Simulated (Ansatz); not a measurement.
Cost and result up the ladder for `C=CCCCCCCCCC[Si](Cl)(Cl)Cl` (36 atoms). Charge 0, multiplicity 1. Geometry: PBE-D4/def2-SVP.

| atom | x (Å) | y (Å) | z (Å) |
| --- | --- | --- | --- |
| C1 | -4.4104 | -3.7649 | -1.1789 |
| C2 | -3.1373 | -3.4187 | -1.4390 |
| C3 | -2.6788 | -2.6572 | -2.6519 |
| C4 | -2.1319 | -1.2477 | -2.3464 |
| C5 | -0.8679 | -1.2221 | -1.4821 |
| C6 | -0.3124 | 0.1852 | -1.2495 |
| C7 | 0.9543 | 0.2134 | -0.3902 |
| C8 | 1.5043 | 1.6221 | -0.1490 |
| C9 | 2.8278 | 1.6700 | 0.6271 |
| C10 | 2.8040 | 1.0246 | 2.0215 |
| C11 | 1.7567 | 1.5892 | 2.9976 |
| Si12 | 1.9413 | 3.3897 | 3.4822 |
| Cl13 | 3.9307 | 3.8295 | 3.8671 |
| Cl14 | 1.2661 | 4.7011 | 2.0223 |
| Cl15 | 0.8404 | 3.7557 | 5.1988 |
| H16 | -5.2274 | -3.5130 | -1.8768 |
| H17 | -4.6862 | -4.3149 | -0.2655 |
| H18 | -2.3564 | -3.6985 | -0.7076 |
| H19 | -3.5210 | -2.5745 | -3.3713 |
| H20 | -1.8799 | -3.2388 | -3.1677 |
| H21 | -1.9195 | -0.7353 | -3.3108 |
| H22 | -2.9302 | -0.6508 | -1.8520 |
| H23 | -1.0737 | -1.6957 | -0.4964 |
| H24 | -0.0828 | -1.8532 | -1.9588 |
| H25 | -0.1029 | 0.6682 | -2.2310 |
| H26 | -1.0956 | 0.8160 | -0.7708 |
| H27 | 0.7372 | -0.2842 | 0.5819 |
| H28 | 1.7405 | -0.4124 | -0.8717 |
| H29 | 0.7378 | 2.2373 | 0.3725 |
| H30 | 1.6542 | 2.1246 | -1.1298 |
| H31 | 3.1548 | 2.7290 | 0.7159 |
| H32 | 3.6175 | 1.1632 | 0.0300 |
| H33 | 2.6281 | -0.0685 | 1.9253 |
| H34 | 3.8102 | 1.1265 | 2.4800 |
| H35 | 0.7203 | 1.4682 | 2.6128 |
| H36 | 1.7879 | 1.0369 | 3.9621 |

Ansatz on 2 threads of AMD EPYC 7R13 on a shared host and a share (18 GiB) of an NVIDIA H100 80GB HBM3. Times are rough, and most runs start from the orbitals of an earlier one. ωB97X-V/def2-TZVP serves as the yardstick here, not as an exact answer. Differences are given only for rows in sets of like size (and for xTB, whose basis is part of the method), since another set adds its own error. Binding counts from free atoms at the same level (C triplet, Si triplet, Cl doublet, H doublet; other spins of the atoms weren't run), without zero-point energy or a counterpoise term.

B3LYP takes the VWN-RPA correlation. Correlated methods freeze 31 core orbitals. The rows differ in basis, and correlated rows in double-zeta sets carry the largest basis error. Single mean-field runs in def2-TZVP are fitted with def2-universal-jkfit.

Run but left out: HF/6-31G (restricted singlet, unstable in another Hartree–Fock run and untested here).

Correlated methods converge slowly with the basis, most of all in double-zeta sets.

| level | functions | wall time | binding energy per atom (eV) | difference from ωB97X-V/def2-TZVP (eV) | remarks |
| --- | --- | --- | --- | --- | --- |
| B3LYP-D4/6-31G | 193 | 6 s | 4.04 | – | – |
| PBE-D4/def2-TZVP | 615 | 7 s | 4.26 | 0.08 | – |
| PBE0-D4/def2-SVP | 331 | 7.5 s | 4.26 | – | – |
| PBE-D4/def2-SVP | 331 | 8.5 s | 4.30 | – | – |
| r2SCAN-D4/def2-TZVP (with forces) | 615 | 11 s | 4.19 | 0.01 | – |
| PBE0-D4/def2-TZVP (with forces) | 615 | 11 s | 4.22 | 0.03 | – |
| r2SCAN0-D4/def2-TZVP | 615 | 12 s | 4.15 | -0.03 | – |
| ωB97X-V/def2-TZVP | 615 | 14 s | 4.19 | 0.00 | – |
| MP2/def2-TZVP | 615 | 15 s | 4.10 | -0.09 | restricted SCF unstable in HF |
| CCSD(T)/def2-SVP | 331 | 29 s | 4.02 | – | restricted SCF unstable |
